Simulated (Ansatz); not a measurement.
Molecule: trichloro(methoxy)silane, CH$_{3}$Cl$_{3}$OSi, net charge 0, singlet state. 
Coordinates optimised at B3LYP-D3(BJ)/def2-TZVP (Ansatz, an electronic-structure program):
```xyz
9

Si     0.0601    -0.0004    -0.1201
Cl     0.4112    -1.6088     1.0926
Cl     0.2676     1.6913     1.0094
Cl     1.3946     0.0191    -1.6469
O     -1.4129    -0.0808    -0.7666
C     -2.6470    -0.1164    -0.0485
H     -3.4465    -0.1697    -0.7840
H     -2.6895    -0.9946     0.5982
H     -2.7670     0.7862     0.5533
```

Quantity: vertical ionisation energy (to the doublet state of charge +1; each state is the SCF solution reached for its spin), in eV. Correlated levels leave the core frozen unless marked. Open shells are spin-unrestricted. Spin-orbit coupling is left out. No relativistic terms. Basis-set limits of correlation are two-point, X^-3; Hartree-Fock from the larger set. The bracket is a focal-point correction in the basis named.

RI-MP2/CBS(aug-cc-pV(T+d)Z,aug-cc-pV(Q+d)Z)+[CCSD(T)-MP2]/aug-cc-pV(T+d)Z (Ansatz) gives 11.72 eV.

Problem. Another calculation gave 11.42 eV. Which level was it?
(A) B3LYP/def2-TZVPD (Ansatz)
(B) SVWN5/def2-TZVPD (Ansatz)
(C) r2SCAN/def2-TZVPD (Ansatz)
(D) wB97M-V/def2-TZVPD (Ansatz)

Solution. D, wB97M-V/def2-TZVPD (Ansatz). The others give 10.55 (SVWN5), 10.67 (r2SCAN), 10.94 (B3LYP) eV.
